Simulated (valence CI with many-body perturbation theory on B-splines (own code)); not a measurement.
The numbers below are computed, except where a source is named.
**Pm⁴⁶⁺: what the settings do**

Level of theory: valence CI with perturbative core correlation (CI+MBPT): five valence electrons over a frozen Dirac-Fock core [Ne], radial functions for each j: 6 s, 6 p, 5 d, 3 f, 1 g, with the one-electron correlation potential Σ1 (screened to all orders), the two-electron term Σ2, the three-electron term Σ3, Breit, model QED; selected single and double excitations, second order for the rest, scaled by the run's own slope (own B-spline code, finite nucleus).

No measured spectrum was set against this ion. As an estimate, large intervals hold to a few tenths of a per cent, small ones and those within an open d or f shell to about a per cent. Among the levels kept, up to 710 cm⁻¹ of a level comes from second order outside the variational space, and about a tenth of that is noise between levels of different J, which matters for small intervals.

The reference run has the lowest level (3s^2 3p1/2^2 3p3/2) J=3/2 and an ionisation energy of 3817.75 eV. Its largest variational space holds 10000 state functions.

Levels are named by their leading jj configuration (3d3/2^4 stands for four electrons in 3d with j = 3/2), which in mixed levels can hold well under half, so a name can repeat and another be missing. Letters in brackets count levels of one name in rising energy.

Changed runs:
A. size limit of the variational space 10000 → 1500; scale of Σ1 1 → 0.8; second order for the rest on → off
B. correlating orbitals by l 3 3 3 2 1 → 6 3 5 0 3; lowest core n in screening and Σ2 1 → 2
C. averaging of valence orbitals over low configurations on → off
D. start configuration 3s2 3p3 → 3s5 (bad on purpose)

Excitation energies of the reference run in cm⁻¹, and shifts in cm⁻¹:

```
                             Level  Reference      A      B        C
        (3s^2 3p1/2 3p3/2^2) J=3/2    1058500   +408   -364     +4.0
        (3s^2 3p1/2 3p3/2^2) J=5/2    1135370   -1.4   +124     -0.9
        (3s^2 3p1/2 3p3/2^2) J=1/2    1231020  -1081   +280     +0.1
        (3s^2 3p1/2^2 3d3/2) J=3/2    1441090  +1911  +1401     -7.5
        (3s^2 3p1/2^2 3d5/2) J=5/2    1765200  +2582  +1160      -13
        (3s 3p1/2^2 3p3/2^2) J=5/2    2110130  +3115   -436     +8.1
        (3s 3p1/2^2 3p3/2^2) J=1/2    2294150   +753    -45      +11
        (3s 3p1/2^2 3p3/2^2) J=3/2    2294930  +2857   +284     +6.8
              (3s^2 3p3/2^3) J=3/2    2301100   -513    -50     +2.7
(3s^2 3p1/2 3p3/2 3d3/2) J=5/2 [a]    2489700  +3319   +967     -8.0
(3s^2 3p1/2 3p3/2 3d3/2) J=3/2 [a]    2504230  +2854   +637     -3.7
(3s^2 3p1/2 3p3/2 3d3/2) J=1/2 [a]    2506820   +869   +543     -3.1
            Ionisation energy (eV)    3817.75  -0.50  -0.16  -0.0012
```

Run D: It gave no result: a shell was given more electrons than it holds. The program said: "a valence shell holds more than 4l+2 electrons".
